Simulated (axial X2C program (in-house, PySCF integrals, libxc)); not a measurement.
**Curves of FYF from open-shell CI on d0 s1 p(π)0**

Calculated with an axial X2C code built on PySCF integrals: two-component X2C with atomic mean-field Coulomb and Gaunt terms, basis F dyall-v2z, Y dyall-v2z (cores contracted in-house). Orbitals come from Hartree–Fock averaged over the configuration Y d0 s1 p(π)0; CI then distributes these electrons over the d, s, p(π) shells of Y.

Scan along the symmetric stretch (R is each bond); masses F 18.998 u, Y 88.906 u, F 18.998 u. Energies in cm⁻¹ from the lowest point; levels are followed by energy order within each Ω. Lowest level at 2.026 Å: 100% s1.

```
R (Å)  (1)Ω=1/2  (1)Ω=3/2  (1)Ω=5/2  (2)Ω=1/2  (2)Ω=3/2
1.884      4347     14525     14771     25231     25526
1.955       932     10031     10293     22651     22978
2.026         0      8062      8340     22478     22838
2.107      1079      8027      8322     23736     23969
2.188      3718      9637      9946     23646     23879
2.279      7878     12748     13073     25175     25409
2.391     13993     17728     18069     28585     28818
```

Q: Fit the curves (1)Ω=1/2, (1)Ω=3/2, (1)Ω=5/2 near their minima.

A: From the open-shell CI curves, Te from the lowest:

```csv
level,Te (cm⁻¹),Re (Å),ωe (cm⁻¹)
(1)Ω=1/2,0,2.024,560.5
(1)Ω=3/2,7799,2.067,515.7
(1)Ω=5/2,8085,2.066,516.3
```

Without dynamic correlation distances can be off by several hundredths of an Å (long for ionic bonds, short for multiple bonds) and the wavenumbers are rough.

Dynamic correlation is missing, so gaps between terms are too wide and other configurations may lie lower; the lowest level listed is that of this model, not necessarily the ground state. For d shells the ligand-field splittings (σ, π, δ) and their order can be off by a thousand cm⁻¹ or more. At most 6 roots were kept for each Ω > 0 (twice that for Ω = 0) within 3.2 eV of the lowest, so higher up levels can be missing between those listed; levels with Ω > 0 are doubly degenerate and listed once, Ω = 0 levels singly. States that fill the shells left empty in the average are placed too high. The molecule was held linear; bending was not examined.
